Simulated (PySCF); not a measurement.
A run for PySCF: R-HF/3-21G on HIOSi (SMILES O[Si]I), a point of a torsion scan.

```python
from pyscf import gto, scf, dft, mp
from pyscf.data.elements import chemcore

mol = gto.M(
    atom='''
    O    -1.00104559    0.23164885    0.27342004
    Si    0.35233439    0.91085537   -0.32429422
    I     0.39057521    2.84127415    1.25158159
    H    -1.41519996   -0.56659528   -0.03569113
    ''',
    basis='3-21g',
    charge=0, spin=0, verbose=3, max_memory=1800)
mf = scf.RHF(mol)
mf.conv_tol = 1e-8
mf.max_cycle = 100
mf.kernel()
if not mf.converged:
    mf = mf.newton().run(mf.mo_coeff, mf.mo_occ)
```

It printed:

```
converged SCF energy = -7249.77615239939
```

Self-consistency was reached.

Cost: very roughly 0.5 core-seconds.
